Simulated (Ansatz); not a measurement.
Energy on a grid of two coordinates

Si$_{2}$H$_{6}$O$_{2}$ (SMILES O[SiH2][SiH2]O), singlet, PBE0-D4/def2-TZVP minimum:

```
10
angstrom
O -1.1582 0.2536 -1.2661
Si -0.9721 0.4233 0.3812
Si 1.2191 -0.4128 0.5934
O 1.7054 -0.6934 -0.9603
H -1.9814 0.5347 -1.6680
H -2.0119 -0.3529 1.1168
H -1.1352 1.8496 0.7866
H 1.2608 -1.6691 1.3912
H 2.1380 0.5588 1.2450
H 1.0187 -0.5431 -1.6169
```

Rows set the bond length Si3–O4 (Å; 1.652 at the minimum), columns the angle O1–Si2–H7 (°; 110.7), set in this order; the parts move rigidly, in a bend the first-named atom's side turns in the plane, and in a torsion the whole end group turns. CCSD(T) energies count from the value at that structure, in kcal/mol. Computed with Ansatz 0.2.0 (basis: def2-TZVPP); correlated methods freeze the cores.

```json
{"Si3–O4 \\ O1–Si2–H7": "1.421", "80.7": "54.86", "95.7": "?", "110.7": "31.69", "125.7": "?", "140.7": "49.68"}
{"Si3–O4 \\ O1–Si2–H7": "1.541", "80.7": "28.53", "95.7": "11.50", "110.7": "6.07", "125.7": "?", "140.7": "24.66"}
{"Si3–O4 \\ O1–Si2–H7": "1.716", "80.7": "22.66", "95.7": "6.05", "110.7": "1.11", "125.7": "6.06", "140.7": "20.20"}
{"Si3–O4 \\ O1–Si2–H7": "1.921", "80.7": "36.97", "95.7": "20.79", "110.7": "16.27", "125.7": "21.50", "140.7": "35.53"}
{"Si3–O4 \\ O1–Si2–H7": "2.148", "80.7": "60.41", "95.7": "44.58", "110.7": "40.36", "125.7": "45.71", "140.7": "59.53"}
```

Task: Fill in the withheld cells. (Judge from chemistry; the value comes from the calculation.)

Result: By the calculation: (1.421, 95.7): 37.52; (1.421, 125.7): 35.80; (1.541, 125.7): 10.59 kcal/mol. These count from the CCSD(T) energy at the PBE0-D4 minimum.

The same grid for a cheaper method: PBE-D4 − CCSD(T), both counted from the minimum, in kcal/mol:
```tsv
Si3–O4 \ O1–Si2–H7	80.7	95.7	110.7	125.7	140.7
1.421	-0.01	1.10	1.29	0.83	-0.17
1.541	-0.51	0.60	0.80	0.34	-0.65
1.716	-1.90	-0.77	-0.57	-1.02	-2.01
1.921	-4.10	-2.95	-2.73	-3.19	-4.18
2.148	-6.84	-5.66	-5.43	-5.90	-6.92
```

T1 diagnostic: at most 0.016.

For scale, one of the runs: CCSD(T)/def2-TZVPP, 230 basis functions (an equivalent command: `ansatz run in.yaml --threads 4`). Time: 98 s of wall clock on 4 CPU threads; the host was shared. Peak host memory: 3.8 GiB.
